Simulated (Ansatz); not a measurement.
Reaction (ligand exchange at the Si–C bond): `N=C([SiH3])[SeH]` + `NB[SeH]` → `[SiH3]NB[SeH]` + `N=C[SeH]`

Computed with Ansatz on PBE0-D4/def2-TZVP structures; ΔE is electronic, products minus reactants. CCSD(T)/CBS adds triple-zeta CCSD(T) − MP2 to the extrapolated MP2 energy (def2 sets, frozen cores). Functionals use def2-TZVPP. B3LYP here is the variant with VWN-RPA as its local correlation; programs differ in this. For Se outer-core shells are correlated without core-valence functions, which leaves a few kJ/mol of doubt a bond. Scalar relativity is left out up to krypton. Each species was taken in one conformer, which may not be the lowest.

Q: Is it downhill or uphill in electronic energy at CCSD(T)/CBS, and by how much? (Best estimate.)

A: Ansatz gave: Downhill: ΔE = -0.47 eV.

Q: What do these levels give: PBE-D4, PBE0-D4, B3LYP-D4, ωB97X-V, ωB97M-V, B2PLYP, r2SCAN, B3LYP, MP2/def2-TZVPP, HF/def2-QZVPP, HF/CBS(def2), MP2/CBS(def2)? (An estimate is asked.)

A: Ansatz gave: PBE-D4 -0.37, PBE0-D4 -0.43, B3LYP-D4 -0.47, ωB97X-V -0.48, ωB97M-V -0.48, B2PLYP -0.50, r2SCAN -0.44, B3LYP -0.50, MP2/def2-TZVPP -0.50, HF/def2-QZVPP -0.65, HF/CBS(def2) -0.65, MP2/CBS(def2) -0.48 eV.

Largest T1 diagnostic among the species: 0.012.

In def2-TZVPP, CCSD(T) changes the Hartree–Fock value by +0.15 eV (the triples alone add +0.03 eV) and MP2 by +0.15 eV. From PBE to PBE0 (25 % exact exchange), in def2-TZVPP and without D4, ΔE moves by −0.05 eV.
